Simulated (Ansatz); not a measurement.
Relaxation of BrH7Si2 (10 atoms, charge 0, multiplicity 1), to a largest force component of 0.03 eV/Å in at most 50 steps.

Level of theory: RKS PBE0/def2-SVP (Ansatz).

```xyz
10
Properties=species:S:1:pos:R:3:forces:R:3
Si -1.078 -0.152 -0.377 -0.12 0.44 -0.42
H 1.303 -1.141 -1.271 0.10 -1.81 1.72
H -0.977 -1.570 -0.815 0.02 -0.05 0.00
H -2.479 0.086 0.077 -0.02 0.04 0.00
Si 0.434 0.468 1.313 -0.04 -0.04 -0.01
H 1.335 -0.654 -1.778 0.21 1.65 -1.77
Br -0.755 1.179 -2.211 -0.19 -0.26 0.49
H 0.660 -0.707 2.209 0.01 -0.01 0.02
H -0.178 1.571 2.109 -0.01 0.04 0.01
H 1.735 0.919 0.744 0.03 0.01 -0.03
```

**Question.** Where does it end, and by what steps?

**Answer.** The run converged. After 14 steps the energy has fallen by 0.206 eV; H2 moved furthest, 1.03 Å.

| step | energy less start (eV) | largest force component (eV/Å) | accepted |
| --- | --- | --- | --- |
| 0 | 0.0000 | 1.808 | yes |
| 1 | -0.1394 | 0.103 | yes |
| 2 | -0.1689 | 0.113 | yes |
| 3 | -0.1808 | 0.186 | yes |
| 4 | -0.1880 | 0.098 | yes |
| 5 | -0.1908 | 0.064 | yes |
| 6 | -0.1924 | 0.180 | yes |
| 7 | -0.1939 | 0.106 | yes |
| 8 | -0.1975 | 0.062 | yes |
| 9 | -0.1990 | 0.156 | yes |
| 10 | -0.2017 | 0.101 | yes |
| 11 | -0.2024 | 0.086 | yes |
| 12 | -0.2038 | 0.068 | yes |
| 13 | -0.2051 | 0.044 | yes |
| 14 | -0.2062 | 0.015 | yes |

```xyz
10
Properties=species:S:1:pos:R:3
Si -1.235 -0.122 -0.243
H 2.092 -1.265 -1.927
H -1.025 -1.518 -0.729
H -2.647 0.021 0.219
Si 0.295 0.483 1.425
H 1.610 -0.705 -2.108
Br -0.943 1.264 -1.981
H 0.172 -0.451 2.587
H -0.003 1.875 1.877
H 1.683 0.418 0.879
```

Time of the run: 26 s on 2 threads of Intel(R) Xeon(R) 6975P-C (Granite Rapids) (shared host), peak memory 0.25 GiB.
